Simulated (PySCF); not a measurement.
An unknown is described by computed data only.

Elements present: C, Cl, F, H and O. Monoisotopic mass: 198.0059 u.

- UV, first state: lowest singlet excitation: 4.92 eV (252 nm, f = 0.001) [TDDFT PBE0/def2-SVPD]
- Rotational structure: rotational constants A, B, C: 0.963, 0.598, 0.421 GHz [PBE0-D3(BJ)/def2-SVP]
- NMR, other nuclei: isotropic shieldings of nuclei other than C and H, by class: 140 (1 O), 274 (2 F), 410 (1 F), 720 (1 Cl) ppm [GIAO B97-2/pcSseg-2]
- Triplet: lowest triplet excitation (Tamm–Dancoff): 3.02 eV [TDA PBE0/def2-SVPD]
- 13C NMR: chemical shifts (computed TMS as zero) by class: 166.9 (1 C), 123.2 (1 C), 114.8 (1 C), 95.7 (1 C), 84.4 (1 C), 78.5 (1 C), 34.5 (1 C) ppm [GIAO B97-2/pcSseg-2]
- UV, strongest line: among the 10 lowest singlet transitions: S2 at 5.08 eV (244 nm, f = 0.362) [TDDFT PBE0/def2-SVPD]
- Dipole: 2.14 D [PBE0/def2-SVPD]
- Polarisability: 108.7 au [PBE0/def2-SVPD]
- 1H NMR: chemical shifts (computed TMS as zero) by class: 6.74 (1 H), 4.65 (2 H), 3.58 (1 H), 2.97 (2 H) ppm [GIAO B97-2/pcSseg-2]

Gas-phase values; electronic properties from PySCF, density fitting. Levels stand in brackets. One conformer (not necessarily the lowest) at the PBE0-D3(BJ)/def2-SVP geometry, without solvent, vibrations or thermal averaging. Each NMR value is the plain mean over a class of atoms that symmetry, rotation or inversion makes alike.

**Question.** Which formula fits the mass and the elements?

**Answer.** C7H6ClF3O (calculated 198.0059). No other formula that holds each of these elements comes within 0.0003 u with a fitting electron parity and a possible valence count.

**Question.** What is the compound? Reason from the data.

**Answer.** Numbering: `[CH:1]#[C:2]/[C:3]([Cl:4])=[C:5](/[CH2:6][CH2:7][F:8])[O:9][CH:10]([F:11])[F:12]`. Its formula, C7H6ClF3O, gives 3 degrees of unsaturation: 0 rings and 3 π bonds in the structure found. 7 carbons fall into 7 classes; from least to most shielded: vinylic carbon bearing oxygen [C5] (166.9 ppm), CHF2 carbon [C10] (123.2 ppm), vinylic C–Cl carbon [C3] (114.8 ppm), terminal alkyne carbon [C1] (95.7 ppm), sp3 C–F carbon [C7] (84.4 ppm), alkyne carbon [C2] (78.5 ppm), allylic carbon [C6] (34.5 ppm). Hydrogen classes from least to most shielded: 1 H on a CHF2 carbon, C10 (6.74 ppm), 2 H on an sp3 C–F carbon, C7 (4.65 ppm), 1 H on a terminal alkyne carbon, C1 (3.58 ppm), 2 H on an allylic carbon, C6 (2.97 ppm). The other shieldings belong to: 140 ppm, ether oxygen [O9]; 274 ppm, fluorine of a CF2 group [F11/F12]; 410 ppm, alkyl fluorine [F8]; 720 ppm, vinyl chlorine [Cl4]. S1 is mainly HOMO→LUMO+1 (weight 0.96); the largest Löwdin shares of the orbital it empties are 0.20 on the vinylic C–Cl carbon, 0.19 on the vinylic carbon bearing oxygen, 0.17 on the terminal alkyne carbon and 0.12 on the vinyl chlorine, of the orbital it fills 0.37 on the vinyl chlorine, 0.19 on the terminal alkyne carbon, 0.17 on the vinylic C–Cl carbon and 0.15 on the alkyne carbon. The optimised geometry has point group C1 and is an asymmetric top. Structure: `C#C/C(Cl)=C(/CCF)OC(F)F`. The assignments are read from this structure; whether some other isomer fits the data as well wasn't checked.

Conformer computed: `[CH:1]#[C:2]/[C:3]([Cl:4])=[C:5](/[CH2:6][CH2:7][F:8])[O:9][CH:10]([F:11])[F:12]`: C3–C5–C6–C7 -78°, C5–C6–C7–F8 -62°, C3–C5–O9–C10 149°, C5–O9–C10–F11 88°.
